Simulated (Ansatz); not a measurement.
Ansatz (a program for electronic structure) input file for C3H11NSi2, SMILES [SiH3]N1[C@H]([SiH3])CC1, r2SCAN-D4/def2-SVP. 

Ansatz 0.2 input:
```yaml
crystal:
  periodic: [false, false, false]
  atoms:
    - {symbol: Si, position_ang: [-2.00398852, -0.60364886, 0.53305393]}
    - {symbol: C, position_ang: [-0.52891933, 0.59367607, 0.39007744]}
    - {symbol: C, position_ang: [-0.60756234, 1.66665155, -0.70945841]}
    - {symbol: C, position_ang: [0.65299193, 1.03863348, -1.30711300]}
    - {symbol: N, position_ang: [0.64062925, 0.01028178, -0.27904668]}
    - {symbol: Si, position_ang: [1.92609316, -0.91654452, 0.35377570]}
    - {symbol: H, position_ang: [-3.16309500, 0.17908324, 0.97479087]}
    - {symbol: H, position_ang: [-1.69895617, -1.64665309, 1.51015219]}
    - {symbol: H, position_ang: [-2.26960968, -1.18400379, -0.78254895]}
    - {symbol: H, position_ang: [-0.27402993, 1.02127788, 1.36807982]}
    - {symbol: H, position_ang: [-1.48694185, 1.60485578, -1.34719480]}
    - {symbol: H, position_ang: [-0.48938586, 2.69164182, -0.36363369]}
    - {symbol: H, position_ang: [1.53698723, 1.68435020, -1.28877117]}
    - {symbol: H, position_ang: [0.54343231, 0.62870132, -2.31614810]}
    - {symbol: H, position_ang: [1.28587796, -1.96752708, 1.14428701]}
    - {symbol: H, position_ang: [2.64710033, -1.40719355, -0.82059081]}
    - {symbol: H, position_ang: [2.87568950, -0.18756466, 1.21825319]}
basis:
  gaussian:
    orbitals: def2-SVP
hamiltonian:
  xc: r2scan
  dispersion: d4
relax: {f_tol: 0.002, max_steps: 200}
```

It prints:

```
[...]
these checks for a lower state are left out or cut short: starts, cluster_reference, orbital_swaps, neighbouring_geometries, increment
integrals: 0.11 GiB planned
1676 factors; their error is unknown
mean field: 0.59 GiB planned
mean field -20521.76342493 eV, -754.1608957153 hartree, gradient 9.4e-6 eV, S^2 0.000000; 0 other end points of the search recorded, 0 dependent functions left out
the calculation of the forces begins
reference -20521.76343809 eV, -754.1608961990 hartree; 32, 32 occupied and 115, 115 virtual orbitals, 1676 factors
relax step   4: F+E_penalty+E_count = -20521.88073796 eV  Δ(F+E_penalty+E_count) = -1.386e-3 eV  max|allowed force component| = 2.673e-2 eV/Å  Δτ_max = 0.0185 Å  (31 SCF iters, accepted)
these checks for a lower state are left out or cut short: starts, cluster_reference, orbital_swaps, neighbouring_geometries, increment
integrals: 0.11 GiB planned
1676 factors; their error is unknown
mean field: 0.59 GiB planned
mean field -20521.76616260 eV, -754.1609963229 hartree, gradient 9.7e-6 eV, S^2 0.000000; 0 other end points of the search recorded, 0 dependent functions left out
the calculation of the forces begins
reference -20521.76617575 eV, -754.1609968062 hartree; 32, 32 occupied and 115, 115 virtual orbitals, 1676 factors
relax step   5: F+E_penalty+E_count = -20521.88353929 eV  Δ(F+E_penalty+E_count) = -2.801e-3 eV  max|allowed force component| = 1.371e-1 eV/Å  Δτ_max = 0.1166 Å  (29 SCF iters, accepted)
these checks for a lower state are left out or cut short: starts, cluster_reference, orbital_swaps, neighbouring_geometries, increment
integrals: 0.11 GiB planned
1676 factors; their error is unknown
mean field: 0.59 GiB planned
mean field -20521.76765730 eV, -754.1610512519 hartree, gradient 9.2e-6 eV, S^2 0.000000; 0 other end points of the search recorded, 0 dependent functions left out
the calculation of the forces begins
reference -20521.76767044 eV, -754.1610517350 hartree; 32, 32 occupied and 115, 115 virtual orbitals, 1676 factors
relax step   6: F+E_penalty+E_count = -20521.88502227 eV  Δ(F+E_penalty+E_count) = -1.483e-3 eV  max|allowed force component| = 4.296e-2 eV/Å  Δτ_max = 0.0436 Å  (31 SCF iters, accepted)
these checks for a lower state are left out or cut short: starts, cluster_reference, orbital_swaps, neighbouring_geometries, increment
integrals: 0.11 GiB planned
1676 factors; their error is unknown
mean field: 0.59 GiB planned
mean field -20521.76803221 eV, -754.1610650299 hartree, gradient 9.1e-6 eV, S^2 0.000000; 0 other end points of the search recorded, 0 dependent functions left out
the calculation of the forces begins
reference -20521.76804536 eV, -754.1610655131 hartree; 32, 32 occupied and 115, 115 virtual orbitals, 1676 factors
relax step   7: F+E_penalty+E_count = -20521.88537066 eV  Δ(F+E_penalty+E_count) = -3.484e-4 eV  max|allowed force component| = 2.772e-2 eV/Å  Δτ_max = 0.0122 Å  (32 SCF iters, accepted)
these checks for a lower state are left out or cut short: starts, cluster_reference, orbital_swaps, neighbouring_geometries, increment
integrals: 0.11 GiB planned
1676 factors; their error is unknown
mean field: 0.59 GiB planned
mean field evaluation 64: about -20521.8933 eV, gradient 1.9e-3 eV
mean field -20521.76829218 eV, -754.1610745835 hartree, gradient 9.1e-6 eV, S^2 0.000000; 0 other end points of the search recorded, 0 dependent functions left out
the calculation of the forces begins
reference -20521.76830533 eV, -754.1610750667 hartree; 32, 32 occupied and 115, 115 virtual orbitals, 1676 factors
relax step   8: F+E_penalty+E_count = -20521.88560754 eV  Δ(F+E_penalty+E_count) = -2.369e-4 eV  max|allowed force component| = 9.483e-3 eV/Å  Δτ_max = 0.0160 Å  (31 SCF iters, accepted)
these checks for a lower state are left out or cut short: starts, cluster_reference, orbital_swaps, neighbouring_geometries, increment
integrals: 0.11 GiB planned
1676 factors; their error is unknown
mean field: 0.59 GiB planned
mean field -20521.76841672 eV, -754.1610791601 hartree, gradient 9.1e-6 eV, S^2 0.000000; 0 other end points of the search recorded, 0 dependent functions left out
the calculation of the forces begins
reference -20521.76842986 eV, -754.1610796431 hartree; 32, 32 occupied and 115, 115 virtual orbitals, 1676 factors
relax step   9: F+E_penalty+E_count = -20521.88571558 eV  Δ(F+E_penalty+E_count) = -1.080e-4 eV  max|allowed force component| = 1.467e-2 eV/Å  Δτ_max = 0.0237 Å  (31 SCF iters, accepted)
these checks for a lower state are left out or cut short: starts, cluster_reference, orbital_swaps, neighbouring_geometries, increment
integrals: 0.11 GiB planned
1676 factors; their error is unknown
mean field: 0.59 GiB planned
mean field -20521.76845452 eV, -754.1610805493 hartree, gradient 9.0e-6 eV, S^2 0.000000; 0 other end points of the search recorded, 0 dependent functions left out
the calculation of the forces begins
reference -20521.76846766 eV, -754.1610810323 hartree; 32, 32 occupied and 115, 115 virtual orbitals, 1676 factors
relax step  10: F+E_penalty+E_count = -20521.88573944 eV  Δ(F+E_penalty+E_count) = -2.386e-5 eV  max|allowed force component| = 6.537e-3 eV/Å  Δτ_max = 0.0092 Å  (32 SCF iters, accepted)
these checks for a lower state are left out or cut short: starts, cluster_reference, orbital_swaps, neighbouring_geometries, increment
integrals: 0.11 GiB planned
1676 factors; their error is unknown
mean field: 0.59 GiB planned
mean field -20521.76847436 eV, -754.1610812786 hartree, gradient 9.0e-6 eV, S^2 0.000000; 0 other end points of the search recorded, 0 dependent functions left out
the calculation of the forces begins
reference -20521.76848750 eV, -754.1610817615 hartree; 32, 32 occupied and 115, 115 virtual orbitals, 1676 factors
relax step  11: F+E_penalty+E_count = -20521.88575592 eV  Δ(F+E_penalty+E_count) = -1.649e-5 eV  max|allowed force component| = 3.294e-3 eV/Å  Δτ_max = 0.0050 Å  (32 SCF iters, accepted)
these checks for a lower state are left out or cut short: starts, cluster_reference, orbital_swaps, neighbouring_geometries, increment
integrals: 0.11 GiB planned
1676 factors; their error is unknown
mean field: 0.59 GiB planned
mean field evaluation 96: about -20521.7685 eV, gradient 8.6e-6 eV
mean field -20521.76848935 eV, -754.1610818292 hartree, gradient 9.0e-6 eV, S^2 0.000000; 0 other end points of the search recorded, 0 dependent functions left out
the calculation of the forces begins
reference -20521.76850249 eV, -754.1610823121 hartree; 32, 32 occupied and 115, 115 virtual orbitals, 1676 factors
relax step  12: F+E_penalty+E_count = -20521.88576793 eV  Δ(F+E_penalty+E_count) = -1.200e-5 eV  max|allowed force component| = 4.387e-3 eV/Å  Δτ_max = 0.0056 Å  (32 SCF iters, accepted)
these checks for a lower state are left out or cut short: starts, cluster_reference, orbital_swaps, neighbouring_geometries, increment
integrals: 0.11 GiB planned
1676 factors; their error is unknown
mean field: 0.59 GiB planned
mean field -20521.76850800 eV, -754.1610825145 hartree, gradient 9.0e-6 eV, S^2 0.000000; 0 other end points of the search recorded, 0 dependent functions left out
the calculation of the forces begins
reference -20521.76852114 eV, -754.1610829975 hartree; 32, 32 occupied and 115, 115 virtual orbitals, 1676 factors
relax step  13: F+E_penalty+E_count = -20521.88578114 eV  Δ(F+E_penalty+E_count) = -1.321e-5 eV  max|allowed force component| = 5.350e-3 eV/Å  Δτ_max = 0.0114 Å  (32 SCF iters, accepted)
these checks for a lower state are left out or cut short: starts, cluster_reference, orbital_swaps, neighbouring_geometries, increment
integrals: 0.11 GiB planned
1676 factors; their error is unknown
mean field: 0.59 GiB planned
mean field -20521.76852297 eV, -754.1610830647 hartree, gradient 9.0e-6 eV, S^2 0.000000; 0 other end points of the search recorded, 0 dependent functions left out
the calculation of the forces begins
reference -20521.76853611 eV, -754.1610835477 hartree; 32, 32 occupied and 115, 115 virtual orbitals, 1676 factors
relax step  14: F+E_penalty+E_count = -20521.88578800 eV  Δ(F+E_penalty+E_count) = -6.860e-6 eV  max|allowed force component| = 5.173e-3 eV/Å  Δτ_max = 0.0096 Å  (32 SCF iters, accepted)
these checks for a lower state are left out or cut short: starts, cluster_reference, orbital_swaps, neighbouring_geometries, increment
integrals: 0.11 GiB planned
1676 factors; their error is unknown
mean field: 0.59 GiB planned
mean field -20521.76852708 eV, -754.1610832158 hartree, gradient 9.0e-6 eV, S^2 0.000000; 0 other end points of the search recorded, 0 dependent functions left out
the calculation of the forces begins
reference -20521.76854022 eV, -754.1610836987 hartree; 32, 32 occupied and 115, 115 virtual orbitals, 1676 factors
relax step  15: F+E_penalty+E_count = -20521.88579271 eV  Δ(F+E_penalty+E_count) = -4.716e-6 eV  max|allowed force component| = 2.389e-3 eV/Å  Δτ_max = 0.0017 Å  (32 SCF iters, accepted)
these checks for a lower state are left out or cut short: starts, cluster_reference, orbital_swaps, neighbouring_geometries, increment
integrals: 0.11 GiB planned
1676 factors; their error is unknown
mean field: 0.59 GiB planned
mean field -20521.76852760 eV, -754.1610832351 hartree, gradient 9.0e-6 eV, S^2 0.000000; 0 other end points of the search recorded, 0 dependent functions left out
the calculation of the forces begins
reference -20521.76854075 eV, -754.1610837181 hartree; 32, 32 occupied and 115, 115 virtual orbitals, 1676 factors
relax step  16: F+E_penalty+E_count = -20521.88579397 eV  Δ(F+E_penalty+E_count) = -1.257e-6 eV  max|allowed force component| = 1.129e-3 eV/Å  Δτ_max = 0.0012 Å  (32 SCF iters, accepted)
integrals: 0.11 GiB planned
1676 factors; their error is unknown
mean field: 0.59 GiB planned
mean field evaluation 128: about -20521.7682 eV, gradient 4.2e-1 eV
mean field -20521.76852760 eV, -754.1610832351 hartree, gradient 9.0e-6 eV, S^2 0.000000; 1 other end points of the search recorded, 0 dependent functions left out
the calculation of the forces begins
reference -20521.76854075 eV, -754.1610837181 hartree; 32, 32 occupied and 115, 115 virtual orbitals, 1676 factors
Total energy: -20521.88580711 eV, -754.1653931775 hartree
Atom 0 at    -2.007058    -0.568867     0.598523 Å, force     0.000458     0.000402    -0.000264 eV/Å
Atom 1 at    -0.543701     0.620279     0.369402 Å, force     0.000027    -0.000044    -0.000264 eV/Å
Atom 2 at    -0.640179     1.651869    -0.793512 Å, force    -0.000453     0.000159    -0.000095 eV/Å
Atom 3 at     0.711672     1.099003    -1.295203 Å, force    -0.000197    -0.000284    -0.000593 eV/Å
Atom 4 at     0.623817     0.003947    -0.314282 Å, force     0.000620     0.001129     0.000235 eV/Å
Atom 5 at     1.905211    -0.971955     0.334811 Å, force     0.000232    -0.000604    -0.000678 eV/Å
Atom 6 at    -3.169754     0.149271     1.211200 Å, force    -0.000064    -0.000360     0.000438 eV/Å
Atom 7 at    -1.628800    -1.709923     1.485542 Å, force    -0.000665    -0.000132    -0.000128 eV/Å
Atom 8 at    -2.408051    -1.097126    -0.739945 Å, force     0.000009    -0.000424     0.000214 eV/Å
Atom 9 at    -0.283146     1.117492     1.329113 Å, force     0.000027     0.000127    -0.000034 eV/Å
Atom 10 at    -1.473082     1.467130    -1.489882 Å, force     0.000196     0.000057     0.000219 eV/Å
Atom 11 at    -0.655319     2.709677    -0.494639 Å, force     0.000322    -0.000204    -0.000010 eV/Å
Atom 12 at     1.558619     1.795579    -1.126294 Å, force    -0.000248    -0.000027     0.000231 eV/Å
Atom 13 at     0.747124     0.766131    -2.348354 Å, force     0.000277    -0.000024     0.000208 eV/Å
Atom 14 at     1.295345    -2.075953     1.132446 Å, force     0.000294     0.000579     0.000276 eV/Å
Atom 15 at     2.690290    -1.516993    -0.812518 Å, force    -0.000253    -0.000035    -0.000056 eV/Å
Atom 16 at     2.863323    -0.233544     1.231557 Å, force    -0.000580    -0.000315     0.000302 eV/Å
Dipole moment:    -0.014434     0.295123    -0.079593 e Å
```

The run converged.

Cost: around 2.0 core-minutes (rough).
